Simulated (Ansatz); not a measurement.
Ansatz (a program for electronic structure) input (B3LYP-D3(BJ)/def2-TZVP):

Ansatz 0.2 input:
```yaml
crystal:
  periodic: [false, false, false]
  atoms:
    - {symbol: Be, position_ang: [-0.00000000, -0.00000000, -0.88442103]}
    - {symbol: O, position_ang: [0.00000000, 0.00000000, 0.44221052]}
basis:
  gaussian:
    orbitals: def2-TZVP
hamiltonian:
  xc: b3lyp
  dispersion: d3bj
phonons: {temperatures: {t_min: 298.15, t_max: 298.15, t_step: 100}}
```

Output:

```
Functional definition: B3LYP
integrals: 0.00 GiB planned
292 factors; their error is unknown
mean field: 0.08 GiB planned
mean field evaluation 1: about -2435.1701 eV, gradient 8.0e1 eV
mean field evaluation 2: about -2269.4432 eV, gradient 1.9e2 eV
mean field evaluation 4: about -2447.2260 eV, gradient 7.2e0 eV
mean field evaluation 8: about -2447.3357 eV, gradient 1.1e-1 eV
mean field evaluation 16: about -2447.3386 eV, gradient 2.8e-5 eV
mean field -2447.33856090 eV, -89.9380332474 hartree, gradient 2.8e-5 eV, S^2 0.000000; 0 other end points of the search recorded, 0 dependent functions left out
the calculation of the forces begins
reference -2447.33875452 eV, -89.9380403628 hartree; 6, 6 occupied and 44, 44 virtual orbitals, 292 factors
these checks for a lower state are left out or cut short: stability, starts, cluster_reference, orbital_swaps, neighbouring_geometries, increment
integrals: 0.00 GiB planned
292 factors; their error is unknown
mean field: 0.08 GiB planned
mean field -2447.33856090 eV, -89.9380332475 hartree, gradient 6.5e-7 eV, S^2 0.000000; 0 other end points of the search recorded, 0 dependent functions left out
the calculation of the forces begins
reference -2447.33875452 eV, -89.9380403629 hartree; 6, 6 occupied and 44, 44 virtual orbitals, 292 factors
these checks for a lower state are left out or cut short: stability, starts, cluster_reference, orbital_swaps, neighbouring_geometries, increment
integrals: 0.00 GiB planned
292 factors; their error is unknown
mean field: 0.08 GiB planned
mean field evaluation 32: about -2447.3386 eV, gradient 6.5e-7 eV
mean field -2447.33856090 eV, -89.9380332475 hartree, gradient 6.5e-7 eV, S^2 0.000000; 0 other end points of the search recorded, 0 dependent functions left out
the calculation of the forces begins
reference -2447.33875452 eV, -89.9380403629 hartree; 6, 6 occupied and 44, 44 virtual orbitals, 292 factors
these checks for a lower state are left out or cut short: stability, starts, cluster_reference, orbital_swaps, neighbouring_geometries, increment
integrals: 0.00 GiB planned
292 factors; their error is unknown
mean field: 0.08 GiB planned
mean field -2447.33856090 eV, -89.9380332475 hartree, gradient 6.5e-7 eV, S^2 0.000000; 0 other end points of the search recorded, 0 dependent functions left out
the calculation of the forces begins
reference -2447.33875452 eV, -89.9380403629 hartree; 6, 6 occupied and 44, 44 virtual orbitals, 292 factors
these checks for a lower state are left out or cut short: stability, starts, cluster_reference, orbital_swaps, neighbouring_geometries, increment
integrals: 0.00 GiB planned
292 factors; their error is unknown
mean field: 0.08 GiB planned
mean field -2447.33856090 eV, -89.9380332475 hartree, gradient 6.5e-7 eV, S^2 0.000000; 0 other end points of the search recorded, 0 dependent functions left out
the calculation of the forces begins
reference -2447.33875452 eV, -89.9380403629 hartree; 6, 6 occupied and 44, 44 virtual orbitals, 292 factors
these checks for a lower state are left out or cut short: stability, starts, cluster_reference, orbital_swaps, neighbouring_geometries, increment
integrals: 0.00 GiB planned
292 factors; their error is unknown
mean field: 0.08 GiB planned
mean field -2447.33840320 eV, -89.9380274520 hartree, gradient 1.5e-6 eV, S^2 0.000000; 0 other end points of the search recorded, 0 dependent functions left out
the calculation of the forces begins
reference -2447.33859703 eV, -89.9380345751 hartree; 6, 6 occupied and 44, 44 virtual orbitals, 292 factors
these checks for a lower state are left out or cut short: stability, starts, cluster_reference, orbital_swaps, neighbouring_geometries, increment
integrals: 0.00 GiB planned
292 factors; their error is unknown
mean field: 0.08 GiB planned
mean field -2447.33840858 eV, -89.9380276499 hartree, gradient 1.5e-6 eV, S^2 0.000000; 0 other end points of the search recorded, 0 dependent functions left out
the calculation of the forces begins
reference -2447.33860200 eV, -89.9380347576 hartree; 6, 6 occupied and 44, 44 virtual orbitals, 292 factors
these checks for a lower state are left out or cut short: stability, starts, cluster_reference, orbital_swaps, neighbouring_geometries, increment
integrals: 0.00 GiB planned
292 factors; their error is unknown
mean field: 0.08 GiB planned
mean field evaluation 64: about -2447.3385 eV, gradient 9.2e-2 eV
mean field -2447.33856090 eV, -89.9380332475 hartree, gradient 6.5e-7 eV, S^2 0.000000; 0 other end points of the search recorded, 0 dependent functions left out
the calculation of the forces begins
reference -2447.33875452 eV, -89.9380403629 hartree; 6, 6 occupied and 44, 44 virtual orbitals, 292 factors
these checks for a lower state are left out or cut short: stability, starts, cluster_reference, orbital_swaps, neighbouring_geometries, increment
integrals: 0.00 GiB planned
292 factors; their error is unknown
mean field: 0.08 GiB planned
mean field -2447.33856090 eV, -89.9380332475 hartree, gradient 6.5e-7 eV, S^2 0.000000; 0 other end points of the search recorded, 0 dependent functions left out
the calculation of the forces begins
reference -2447.33875452 eV, -89.9380403629 hartree; 6, 6 occupied and 44, 44 virtual orbitals, 292 factors
these checks for a lower state are left out or cut short: stability, starts, cluster_reference, orbital_swaps, neighbouring_geometries, increment
integrals: 0.00 GiB planned
292 factors; their error is unknown
mean field: 0.08 GiB planned
mean field -2447.33856090 eV, -89.9380332475 hartree, gradient 6.5e-7 eV, S^2 0.000000; 0 other end points of the search recorded, 0 dependent functions left out
the calculation of the forces begins
reference -2447.33875452 eV, -89.9380403629 hartree; 6, 6 occupied and 44, 44 virtual orbitals, 292 factors
these checks for a lower state are left out or cut short: stability, starts, cluster_reference, orbital_swaps, neighbouring_geometries, increment
integrals: 0.00 GiB planned
292 factors; their error is unknown
mean field: 0.08 GiB planned
mean field -2447.33856090 eV, -89.9380332475 hartree, gradient 6.5e-7 eV, S^2 0.000000; 0 other end points of the search recorded, 0 dependent functions left out
the calculation of the forces begins
reference -2447.33875452 eV, -89.9380403629 hartree; 6, 6 occupied and 44, 44 virtual orbitals, 292 factors
these checks for a lower state are left out or cut short: stability, starts, cluster_reference, orbital_swaps, neighbouring_geometries, increment
integrals: 0.00 GiB planned
292 factors; their error is unknown
mean field: 0.08 GiB planned
mean field evaluation 96: about -2447.3384 eV, gradient 1.4e-6 eV
mean field -2447.33840858 eV, -89.9380276499 hartree, gradient 1.5e-6 eV, S^2 0.000000; 0 other end points of the search recorded, 0 dependent functions left out
the calculation of the forces begins
reference -2447.33860200 eV, -89.9380347576 hartree; 6, 6 occupied and 44, 44 virtual orbitals, 292 factors
these checks for a lower state are left out or cut short: stability, starts, cluster_reference, orbital_swaps, neighbouring_geometries, increment
integrals: 0.00 GiB planned
292 factors; their error is unknown
mean field: 0.08 GiB planned
mean field -2447.33840320 eV, -89.9380274520 hartree, gradient 1.5e-6 eV, S^2 0.000000; 0 other end points of the search recorded, 0 dependent functions left out
the calculation of the forces begins
reference -2447.33859703 eV, -89.9380345751 hartree; 6, 6 occupied and 44, 44 virtual orbitals, 292 factors
Total energy: -2447.36531444 eV, -89.9390164219 hartree
Atom 0 at    -0.000000    -0.000000    -0.884421 Å, force    -0.000000     0.000000    -0.000591 eV/Å
Atom 1 at     0.000000     0.000000     0.442211 Å, force     0.000000    -0.000000     0.000591 eV/Å
Dipole moment:     0.000000     0.000000    -1.282274 e Å
Vibrations: 1529.66 cm⁻¹, zero-point energy 0.094827 eV
```
